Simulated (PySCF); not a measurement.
## How methods differ on the excitation energy of Sn²⁺

Sn²⁺ [Kr] 4d10 5s2 (1S) → Sn²⁺ [Kr] 4d10 5s1 5d1 (3D), as a difference of total energies. All numbers are calculated (PySCF 2.14, scalar relativity through the core potential, in aug-cc-pVDZ-PP with ECP28MDF (5s4p3d, 32 functions)). Correlated levels: valence: 4s2 4p6 4d10 frozen. The calculations carry no spin-orbit coupling.

```json
{"method": "UHF", "excitation energy (cm⁻¹)": "129530"}
{"method": "MP2 (valence)", "excitation energy (cm⁻¹)": "134080"}
{"method": "SCS-MP2 (valence)", "excitation energy (cm⁻¹)": "135230"}
{"method": "CCSD (valence)", "excitation energy (cm⁻¹)": "136200"}
```

The promoted electron is Rydberg-like, and one or two diffuse shells describe it only roughly, which tends to raise the upper state.

With two correlated electrons CCSD is exact in that space.
